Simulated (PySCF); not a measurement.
Energy of Rb (rubidium, neutral) between two integer charges

The 5s alpha orbital of [Kr] 5s1 is emptied in steps (occupation f), with all orbitals relaxed, ending at [Kr]. Computed with PySCF 2.14 in def2-TZVPPD with the def2 core potential (28 electrons) (6s4p3d1f, 40 functions), with scalar relativity through the core potential. The exact energy is a straight line in f; departures are measured from the line between the end points of the same method.

| f | UHF (eV) | LDA (eV) | PBE (eV) | PBE0 (eV) | r2SCAN (eV) | LC-wPBE (eV) | BHandHLYP (eV) | wB97X (eV) | MN15 (eV) | HSE06 (eV) |
| --- | --- | --- | --- | --- | --- | --- | --- | --- | --- | --- |
| 1 | 0.000 | 0.000 | 0.000 | 0.000 | 0.000 | 0.000 | 0.000 | 0.000 | 0.000 | 0.000 |
| 0.75 | 0.002 | -0.342 | -0.348 | -0.251 | -0.291 | 0.018 | -0.181 | 0.009 | -0.197 | -0.311 |
| 0.5 | 0.003 | -0.448 | -0.468 | -0.335 | -0.368 | 0.023 | -0.241 | 0.017 | -0.250 | -0.415 |
| 0.25 | 0.002 | -0.323 | -0.353 | -0.251 | -0.249 | 0.015 | -0.180 | 0.015 | -0.152 | -0.313 |
| 0 | 0.000 | 0.000 | 0.000 | 0.000 | 0.000 | 0.000 | 0.000 | 0.000 | 0.000 | 0.000 |

```tsv
method	E(f=0) − E(f=1) (eV)	−ε at f=1 (eV)	−ε at f=0.5 (eV)
UHF	3.805	3.818	3.804
LDA	4.397	2.561	4.442
PBE	4.282	2.443	4.267
PBE0	4.204	2.871	4.200
r2SCAN	4.086	2.498	4.191
LC-wPBE	4.033	4.131	4.025
BHandHLYP	4.149	3.182	4.152
wB97X	3.878	3.908	3.899
MN15	4.117	3.045	4.199
HSE06	4.217	2.560	4.208
```

Orbital energy along the path (eV):

```tsv
f	UHF	LDA	PBE	PBE0	r2SCAN	LC-wPBE	BHandHLYP	wB97X	MN15	HSE06
1	-3.818	-2.561	-2.443	-2.871	-2.498	-4.131	-3.182	-3.908	-3.045	-2.560
0.75	-3.811	-3.500	-3.343	-3.533	-3.349	-4.079	-3.666	-3.915	-3.613	-3.389
0.5	-3.804	-4.442	-4.267	-4.200	-4.191	-4.025	-4.152	-3.899	-4.199	-4.208
0.25	-3.798	-5.335	-5.225	-4.881	-4.902	-3.983	-4.635	-3.834	-4.807	-5.054
0	-3.792	-5.874	-5.916	-5.329	-4.864	-3.965	-5.081	-3.660	-4.294	-5.616
```

As f goes to zero the orbital energy of a semilocal functional can turn back, because the density of that orbital vanishes from the exchange-correlation potential.

Reference removal energy between the ground levels: 4.177 eV (measured; NIST Atomic Spectra Database, ionization energies). UHF lacks correlation.
